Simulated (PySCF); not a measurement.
SMILES CCC(F)(F)F (C3H5F3) (GFN2-xTB optimised geometry):

```
11

C      1.514    -0.548     0.000
C     -0.010    -0.548     0.000
C     -0.551     0.868     0.000
F     -1.894     0.894     0.001
F     -0.160     1.569    -1.075
F     -0.158     1.569     1.074
H      1.882    -1.569     0.003
H      1.894    -0.038     0.882
H      1.894    -0.042    -0.885
H     -0.403    -1.046     0.888
H     -0.403    -1.046    -0.888
```

Calculation: PBE0/def2-TZVP (PySCF 2.14.0).

Question: What are the frontier orbital energies and the dipole moment?

Answer: HOMO-2 -10.98 eV, HOMO-1 -10.47 eV, HOMO -10.28 eV, LUMO 1.21 eV, LUMO+1 2.25 eV; dipole moment 2.43 D.

Meta-Löwdin charges at PBE0/def2-TZVP: C1 -0.35, C2 -0.24, C3 0.79, F4 -0.28, F5 -0.28, F6 -0.28, H7 0.13, H8 0.13, H9 0.13, H10 0.14, H11 0.14.
